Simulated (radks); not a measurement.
Question: Species: Al. Configuration: [Ne] 3s2 3p1 (the NIST ground configuration). Method: non-relativistic Kohn-Sham, PBE, spin-polarised, spherical densities, point nucleus; open shells are filled with parallel spins first; hard spherical wall at 1.5 bohr; computed with a radial shooting solver on a logarithmic mesh with Libxc functionals. Some entries of the table are withheld. Estimate them.

| orbital | occ. | eigenvalue (hartree) | <1/r> (bohr^-1) |
|---|---|---|---|
| 1s up | 1 | -51.95522 | 12.54 |
| 1s down | 1 | -51.90537 | 12.55 |
| 2s up | 1 | -1.56265 | 2.299 |
| 2s down | 1 | -1.52743 | 2.297 |
| 2p up | 3 | -0.06473 | 2.191 |
| 2p down | 3 | -0.01431 | 2.186 |
| 3d up | 0 | 5.43016 | 1.200 |
| 3d down | 0 | 5.49436 | 1.203 |
| 3s up | 1 | 6.19507 | (1) |
| 3s down | 1 | 6.29167 | (2) |
| 3p up | 1 | 6.40852 | (3) |
| 3p down | 0 | 6.51187 | (4) |
| 4p up | 0 | 17.78357 | 2.004 |
| 4p down | 0 | 17.84221 | 2.005 |
| 4s up | 0 | 18.94137 | 2.229 |
| 4s down | 0 | 18.99641 | 2.228 |

Answer: 
(1) 3s up <1/r> (bohr^-1): 1.913
(2) 3s down <1/r> (bohr^-1): 1.909
(3) 3p up <1/r> (bohr^-1): 1.823
(4) 3p down <1/r> (bohr^-1): 1.824
